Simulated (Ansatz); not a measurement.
def2 core potentials replace the inner electrons of Sn.

Cartesian coordinates (Å):
```xyz
20

C     -1.7854     0.6134     0.0759
C     -0.6317    -0.3420    -0.2112
C     -0.7524    -1.6241     0.6062
C     -0.5124    -0.6403    -1.7023
Sn     1.1901     0.6438     0.3981
O      1.4106     2.4375    -0.4271
O      2.8224    -0.3802    -0.0856
O      1.2930     0.9333     2.3609
H     -2.7396     0.1468    -0.2299
H     -1.6841     1.5589    -0.4793
H     -1.8625     0.8521     1.1483
H     -1.6801    -2.1567     0.3277
H      0.0903    -2.3086     0.4216
H     -0.7977    -1.4197     1.6873
H     -1.4263    -1.1535    -2.0532
H     -0.4008     0.2802    -2.2965
H      0.3437    -1.2968    -1.9230
H      2.2701     2.5003    -0.8615
H      3.3784    -0.5064     0.6930
H      1.4746     1.8619     2.5508
```
Charge 0, multiplicity 1.

### Question
Estimate the HOMO, LUMO, total energy, HOMO–LUMO gap and dipole moment that CAM-B3LYP-D3(BJ)/def2-TZVP // PBE0-D3(BJ)/def2-SVP (Ansatz, a program for electronic structure) returns for this input.

### Answer

```
Item                  Value
-------------  ------------
HOMO               -8.94 eV
LUMO               -0.02 eV
total energy   -16318.18 eV
HOMO–LUMO gap       8.93 eV
dipole moment        1.08 D
```
